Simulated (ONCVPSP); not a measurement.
**thulium: ONCV pseudisation with LDA (Perdew-Wang 92), scalar-relativistic reference atom.**

The input file (ONCVPSP 4.0.1):

```
# ATOM AND REFERENCE CONFIGURATION
# atsym  z   nc   nv     iexc    psfile
  Tm 69.00    9    4  -001012      upf
#
#   n    l    f
    1    0    2.00
    2    0    2.00
    2    1    6.00
    3    0    2.00
    3    1    6.00
    3    2   10.00
    4    0    2.00
    4    1    6.00
    4    2   10.00
    4    3   13.00
    5    0    2.00
    5    1    6.00
    6    0    1.00
#
# PSEUDOPOTENTIAL AND OPTIMIZATION
# lmax
    3
#
#   l,   rc,      ep,       ncon, nbas, qcut
    0    1.95    0.00    4    6    7.40
    1    1.70    0.00    4    8    7.40
    2    1.55    0.15    4    8    6.10
    3    1.25    0.00    5    9   15.90
#
# LOCAL POTENTIAL
# lloc, lpopt,  rc(5),   dvloc0
    4    4    1.05    3.00
#
# VANDERBILT-KLEINMAN-BYLANDER PROJECTORs
# l, nproj, debl
    0    2    2.80
    1    2    3.90
    2    2    0.70
    3    2    3.50
#
# MODEL CORE CHARGE
# icmod, fcfact, rcfact
    4    0.30    0.00
#
# LOG DERIVATIVE ANALYSIS
# epsh1, epsh2, depsh
   -4.00    5.00    0.02
#
# OUTPUT GRID
# rlmax, drl
    6.00    0.01
#
# TEST CONFIGURATIONS
# ncnf
    4
# nvcnf
#   n    l    f
    4
    4    3   13.00
    5    0    2.00
    5    1    6.00
    6    0    2.00
#
    4
    4    3   13.00
    5    0    2.00
    5    1    6.00
    6    0    0.00
#
    4
    4    3   12.00
    5    0    2.00
    5    1    6.00
    6    0    0.00
#
    5
    4    3   13.00
    5    0    2.00
    5    1    6.00
    6    0    1.50
    5    2    0.50
#
```

Command:

```bash
oncvpsp.x < Tm.dat > Tm.out
```

Output (shortened: citation, most of the input echo, consistency checks and plot data are left out):

```
ONCVPSP  (Optimized Norm-Conservinng Vanderbilt PSeudopotential)
scalar-relativistic version 4.0.1

test_data: must have ncon+3 <= nbas <= ncon+5, l=   0
 for nproj=2
ERROR: test_data found   1 ERROR; stopping
```

The run stopped because the input breaks a rule of the program on the basis size: nbas must lie between ncon + 3 and ncon + 5.

The run took about 0.01 s on one core of a shared server CPU.
